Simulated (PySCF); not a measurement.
PySCF input file for C3H10OSi2, SMILES O1C[Si@H](C)[C@@H]1[SiH3], TDA-LC-ωPBE/def2-SVPD. Geometry optimised at PBE0-D3(BJ)/def2-SVP. The structure was generated by enumeration; whether it is a known compound was not checked.

```python
import numpy as np
from pyscf import gto, scf, dft, tdscf

mol = gto.M(
    atom='''
    C    -1.82981656    1.52211510   -0.08021387
    Si   -1.24346502   -0.21432425    0.30054423
    C    -0.67116872   -1.34298562   -1.12487277
    O     0.65402563   -1.41840849   -0.58317007
    C     0.62087565   -0.53973705    0.56734684
    Si    1.84903367    0.87371351    0.32339955
    H    -1.18897386    2.00113441   -0.83527647
    H    -2.86308502    1.50713358   -0.46167495
    H    -1.81950475    2.14530491    0.82813801
    H    -2.15331118   -0.84441624    1.30814187
    H    -1.12507040   -2.34624781   -1.20357147
    H    -0.66827956   -0.89351264   -2.13484567
    H     0.85726253   -1.09618196    1.49401689
    H     1.78759814    1.80964213    1.49224199
    H     3.24502163    0.36059041    0.18417533
    H     1.49883399    1.63601697   -0.91475940
    ''',
    basis='def2-SVPD',
    charge=0,
    spin=0,
    max_memory=1600,
    verbose=4,
)
mf = dft.RKS(mol, xc='lc_wpbe').density_fit(auxbasis='def2-universal-jkfit')
mf.grids.level = 3
mf.conv_tol = 1e-9
mf.max_cycle = 100
mf.kernel()
mf.grids = dft.Grids(mol).set(level=1).build(with_non0tab=True)  # coarser grid for the response kernel
td = tdscf.TDA(mf)
td.singlet = True
td.nstates = 6
td.conv_tol = 1e-4
td.positive_eig_threshold = 1e-6
td.kernel(x0=td.get_init_guess(mf, 11))
td.analyze()
tt = tdscf.TDA(mf)
tt.singlet = False
tt.nstates = 2
tt.conv_tol = 1e-4
tt.positive_eig_threshold = 1e-6
tt.kernel(x0=tt.get_init_guess(mf, 7))
tt.analyze(verbose=3)
```

Log of the run:

```
PySCF version 2.14.0

[INPUT] verbose = 4
[INPUT] num. atoms = 16
[INPUT] num. electrons = 64
[INPUT] charge = 0
[INPUT] spin (= nelec alpha-beta = 2S) = 0
[INPUT] symmetry False subgroup None
[INPUT] Mole.unit = angstrom
[INPUT] Symbol           X                Y                Z      unit          X                Y                Z       unit  Magmom
[INPUT]  1 C     -1.829816560000   1.522115100000  -0.080213870000 AA   -3.457852156594   2.876380669065  -0.151582245691 Bohr   0.0
[INPUT]  2 Si    -1.243465020000  -0.214324250000   0.300544230000 AA   -2.349808333277  -0.405014134353   0.567946283018 Bohr   0.0
[INPUT]  3 C     -0.671168720000  -1.342985620000  -1.124872770000 AA   -1.268325064175  -2.537875011029  -2.125701460281 Bohr   0.0
[INPUT]  4 O      0.654025630000  -1.418408490000  -0.583170070000 AA    1.235929319146  -2.680403578858  -1.102031716343 Bohr   0.0
[INPUT]  5 C      0.620875650000  -0.539737050000   0.567346840000 AA    1.173284935911  -1.019955203781   1.072130145237 Bohr   0.0
[INPUT]  6 Si     1.849033670000   0.873713510000   0.323399550000 AA    3.494167231399   1.651079245232   0.611136578308 Bohr   0.0
[INPUT]  7 H     -1.188973860000   2.001134410000  -0.835276470000 AA   -2.246834964667   3.781595973343  -1.578443766593 Bohr   0.0
[INPUT]  8 H     -2.863085020000   1.507133580000  -0.461674950000 AA   -5.410446559145   2.848069699335  -0.872439214072 Bohr   0.0
[INPUT]  9 H     -1.819504750000   2.145304910000   0.828138010000 AA   -3.438365659845   4.054038733585   1.564954032242 Bohr   0.0
[INPUT] 10 H     -2.153311180000  -0.844416240000   1.308141870000 AA   -4.069168391164  -1.595715428735   2.472029866376 Bohr   0.0
[INPUT] 11 H     -1.125070400000  -2.346247810000  -1.203571470000 AA   -2.126074926855  -4.433765781261  -2.274420449640 Bohr   0.0
[INPUT] 12 H     -0.668279560000  -0.893512640000  -2.134845670000 AA   -1.262865343045  -1.688494178437  -4.034273634514 Bohr   0.0
[INPUT] 13 H      0.857262530000  -1.096181960000   1.494016890000 AA    1.619991398552  -2.071483687089   2.823282747574 Bohr   0.0
[INPUT] 14 H      1.787598140000   1.809642130000   1.492241990000 AA    3.378070905382   3.419728009175   2.819928672676 Bohr   0.0
[INPUT] 15 H      3.245021630000   0.360590410000   0.184175330000 AA    6.132202148990   0.681417118045   0.348040932601 Bohr   0.0
[INPUT] 16 H      1.498833990000   1.636016970000  -0.914759400000 AA    2.832385747289   3.091624008441  -1.728644735871 Bohr   0.0

nuclear repulsion = 374.289439758607
number of shells = 93
number of NR pGTOs = 307
number of NR cGTOs = 211
basis = def2-SVPD
ecp = {}


[settings echo left out]
init E= -774.344150649632
  HOMO = -0.294723807245118  LUMO = 0.0100163668441406  gap/eV = 8.29240
cycle= 1 E= -773.817113307022  delta_E= 0.527  |g|= 0.577  |ddm|= 4.64
  HOMO = -0.259841738759974  LUMO = 0.0668229665836395  gap/eV = 8.88900
cycle= 2 E= -773.823016686502  delta_E= -0.0059  |g|= 0.634  |ddm|=  1.4
  HOMO = -0.361859120383565  LUMO = 0.0719939206645526  gap/eV = 11.80574
cycle= 3 E= -773.895123184425  delta_E= -0.0721  |g|= 0.0566  |ddm|= 0.671
  HOMO = -0.354332615547954  LUMO = 0.074516609608688  gap/eV = 11.66958
cycle= 4 E= -773.896089345494  delta_E= -0.000966  |g|= 0.0179  |ddm|= 0.148
  HOMO = -0.356699952279802  LUMO = 0.0748075111276165  gap/eV = 11.74192
cycle= 5 E= -773.896188355417  delta_E= -9.9e-05  |g|= 0.00549  |ddm|= 0.0525
  HOMO = -0.356135458457541  LUMO = 0.0747036473291689  gap/eV = 11.72373
cycle= 6 E= -773.896197735931  delta_E= -9.38e-06  |g|= 0.000962  |ddm|= 0.0131
  HOMO = -0.356247123254562  LUMO = 0.074722736608694  gap/eV = 11.72729
cycle= 7 E= -773.896198272105  delta_E= -5.36e-07  |g|= 0.000364  |ddm|= 0.00431
  HOMO = -0.356217065007549  LUMO = 0.0747161962653791  gap/eV = 11.72629
cycle= 8 E= -773.89619832558  delta_E= -5.35e-08  |g|= 0.000101  |ddm|= 0.00129
  HOMO = -0.356240325481034  LUMO = 0.0747142893446355  gap/eV = 11.72687
cycle= 9 E= -773.896198330697  delta_E= -5.12e-09  |g|= 3.35e-05  |ddm|= 0.000352
  HOMO = -0.356236511445791  LUMO = 0.0747157133529095  gap/eV = 11.72681
cycle= 10 E= -773.896198331234  delta_E= -5.37e-10  |g|= 9.6e-06  |ddm|= 0.000112
  HOMO = -0.356237958407347  LUMO = 0.0747154193879003  gap/eV = 11.72684
Extra cycle  E= -773.896198331281  delta_E= -4.66e-11  |g|= 6.06e-06  |ddm|= 3.67e-05
converged SCF energy = -773.896198331281
tot grids = 58264
Overwritten attributes  positive_eig_threshold  of <class 'pyscf.tdscf.rks.TDA'>


******** <class 'pyscf.tdscf.rks.TDA'> for <class 'pyscf.df.df_jk.DFRKS'> ********
nstates = 6 singlet
deg_eia_thresh = 1.000e-03
wfnsym = None
conv_tol = 0.0001
eigh lindep = 1e-12
eigh level_shift = 0
eigh max_cycle = 100


Excitation energies (eV)
[6.6856656  7.10992785 7.5004778  7.59968653 7.78700319 7.94610011]

** Singlet excitation energies and oscillator strengths **
Excited State   1:      6.68567 eV    185.45 nm  f=0.0044
      32 -> 33       -0.19123
      32 -> 34        0.15555
      32 -> 35       -0.48021
      32 -> 36       -0.24193
      32 -> 37        0.12026
      32 -> 38        0.28191
Excited State   2:      7.10993 eV    174.38 nm  f=0.0161
      31 -> 34       -0.10417
      32 -> 33        0.10997
      32 -> 34        0.62753
      32 -> 36        0.13174
      32 -> 41        0.10756
Excited State   3:      7.50048 eV    165.30 nm  f=0.0174
      32 -> 33        0.52334
      32 -> 35       -0.32014
      32 -> 39        0.19049
      32 -> 45       -0.14017
Excited State   4:      7.59969 eV    163.14 nm  f=0.0026
      30 -> 33        0.19170
      30 -> 34       -0.19723
      30 -> 35        0.11803
      30 -> 38       -0.14173
      31 -> 34        0.48622
      31 -> 35        0.15747
      31 -> 36        0.12441
      31 -> 41        0.13119
      32 -> 34        0.13552
Excited State   5:      7.78700 eV    159.22 nm  f=0.0260
      30 -> 34       -0.13427
      31 -> 33       -0.26135
      31 -> 34        0.21813
      31 -> 35       -0.42298
      31 -> 36       -0.20944
      31 -> 38        0.25538
Excited State   6:      7.94610 eV    156.03 nm  f=0.1349
      30 -> 33        0.18523
      30 -> 34       -0.29993
      30 -> 35        0.32232
      30 -> 36        0.14622
      30 -> 38       -0.17754
      31 -> 33       -0.11926
      31 -> 34       -0.30947

** Transition electric dipole moments (AU) **
state          X           Y           Z        Dip. S.      Osc.
  1        -0.1379     -0.0199      0.0872      0.0270      0.0044
  2        -0.2760     -0.1263      0.0134      0.0923      0.0161
  3         0.2318     -0.1605      0.1240      0.0949      0.0174
  4        -0.0882      0.0483      0.0625      0.0140      0.0026
  5         0.0134      0.3292      0.1665      0.1363      0.0260
  6        -0.7919     -0.1894     -0.1729      0.6929      0.1349

** Transition velocity dipole moments (imaginary part, AU) **
state          X           Y           Z        Dip. S.      Osc.
  1        -0.0000      0.0271     -0.0286      0.0015      0.0042
  2        -0.0543     -0.0299      0.0116      0.0040      0.0101
  3         0.0440     -0.0451      0.0328      0.0050      0.0122
  4        -0.0143      0.0080      0.0183      0.0006      0.0014
  5        -0.0156      0.0860      0.0276      0.0084      0.0196
  6        -0.1759     -0.0456     -0.0164      0.0333      0.0760

** Transition magnetic dipole moments (imaginary part, AU) **
state          X           Y           Z
  1        -0.4043      0.1416     -0.4087
  2        -0.2487      0.8823     -0.1066
  3         0.1584     -0.4448     -0.0913
  4        -0.3061     -0.6464      0.6193
  5        -0.0915     -0.7389      0.1889
  6         0.1382      1.5011      0.1934


******** <class 'pyscf.tdscf.rks.TDA'> for <class 'pyscf.df.df_jk.DFRKS'> ********
nstates = 2 triplet
deg_eia_thresh = 1.000e-03
wfnsym = None
conv_tol = 0.0001
eigh lindep = 1e-12
eigh level_shift = 0
eigh max_cycle = 100


Excitation energies (eV)
[6.15750812 6.77352039]

** Triplet excitation energies and oscillator strengths **
Excited State   1:      6.15751 eV    201.35 nm  f=0.0000
Excited State   2:      6.77352 eV    183.04 nm  f=0.0000
```

Self-consistency was reached.

Cost: roughly 6 core-minutes.
